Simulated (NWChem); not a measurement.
# Si2NH7; SMILES N[SiH2][SiH3]

```xyz
10

Si     0.1842    -1.5692     0.0000
Si    -0.5753     0.6667     0.0000
N      0.6727     1.8788     0.0000
H     -0.9512    -2.5473     0.0039
H      1.0262    -1.8386    -1.2106
H      1.0323    -1.8361     1.2069
H     -1.4169     0.8722     1.2204
H     -1.4168     0.8726    -1.2203
H      1.2457     1.9811    -0.8312
H      1.2467     1.9801     0.8307
```
Atoms are numbered in this order, from 1.

Program: NWChem. Pople sets run with spherical d functions. Geometry: optimised at PBE0/def2-SVP.

### Question
Among these, which level gives the highest value of “highest occupied level (eV)”?
A. PBE0/6-31+G*
B. PBE0/3-21G
C. PBE0/STO-3G
D. PBE0/6-31G*

### Answer
C, PBE0/STO-3G. Values: PBE0/6-31+G* -7.02; PBE0/6-31G* -6.81; PBE0/3-21G -6.51; PBE0/STO-3G -3.44
